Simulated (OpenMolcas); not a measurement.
Cr3+.

```json
{"Program": "OpenMolcas 26.06", "Method": "RASSCF", "Basis": "ANO-RCC-VQZP [7s6p4d3f2g1h]", "Scalar Hamiltonian": "DKH2, point nucleus", "Active space": "9 electrons in 8 orbitals (RAS1 3p, at most 2 holes; RAS2 3d)", "State averaging": "2S+1 = 4 even, 10 roots; 2S+1 = 2 even, 40 roots", "Spin-orbit coupling": "RASSI with atomic mean-field integrals over the reference wave functions, term energies averaged over their components"}
```

Levels without dynamic correlation, in cm-1 above 3d3 4F 3/2:

```json
{"Level": "3d3 4P 1/2", "E": "16720"}
{"Level": "3d3 2G 7/2", "E": "18244"}
{"Level": "3d3 2P 1/2", "E": "21570"}
{"Level": "3d3 2D 3/2(1)", "E": "23458"}
{"Level": "3d3 2H 9/2", "E": "25489"}
{"Level": "3d3 2F 7/2", "E": "40551"}
```

On this reference, MS-RASPT2, IPEA 0.25 Eh, imaginary shift 0.1 Eh (closed shells correlated: 3s) puts 3d3 4P 1/2 at 14580 cm-1.

**Question.** Estimate the other levels at that method by one scale factor, and say how well it serves.

**Answer.** The factor is 14580 / 16720 = 0.872. Scaled values beside those that MS-RASPT2 gives and measured ones (Sugar and Corliss, J. Phys. Chem. Ref. Data 6, 317 (1977)):
```json
{"Level": "3d3 2G 7/2", "Scaled": "15909", "MS-RASPT2": "15050", "Miss (%)": "+5.7", "Measured": "15052"}
{"Level": "3d3 2P 1/2", "Scaled": "18809", "MS-RASPT2": "19580", "Miss (%)": "-3.9", "Measured": "19519"}
{"Level": "3d3 2D 3/2(1)", "Scaled": "20455", "MS-RASPT2": "21020", "Miss (%)": "-2.7", "Measured": "20650"}
{"Level": "3d3 2H 9/2", "Scaled": "22226", "MS-RASPT2": "20980", "Miss (%)": "+5.9", "Measured": "21066"}
{"Level": "3d3 2F 7/2", "Scaled": "35360", "MS-RASPT2": "34770", "Miss (%)": "+1.7", "Measured": "34363"}
```
For these levels the scaled values miss MS-RASPT2 by up to 5.9 %, as correlation changes each term by its own factor, spin-orbit parts do not scale and CASPT2 has its own spread within terms. This holds within one configuration; levels of others move differently, and the target method has errors of its own against measurement.

CASPT2 breaks the degeneracy within a term, and the mean is taken; among the terms shown or strongly mixed into the levels shown the widest spread is 1600 cm-1 (3d3 4F, MS-RASPT2). Active for correlation alone: 3p; no level in the range computed is led by a configuration that opens it, so any true level of that kind is missing. Without dynamic correlation excited terms often stand tens of per cent too high (terms of higher spin than the ground term too low), and those without a measured partner can miss by more than the paired ones (holds for RASSCF). The CASPT2 spread within a term exceeds the gap to the next term for 3d3 2D(1) and 3d3 2H, so the order of their levels is uncertain (holds for MS-RASPT2). Computed and measured levels are paired by configuration, term and J; levels that our copy of the source lacks, or whose pairing is in doubt (as where it misses far off the trend of its configuration), stay unpaired and out of the deviations. Only configurations of the active space appear.

A number in round brackets counts repeated terms of one configuration in the order of the reference energies.
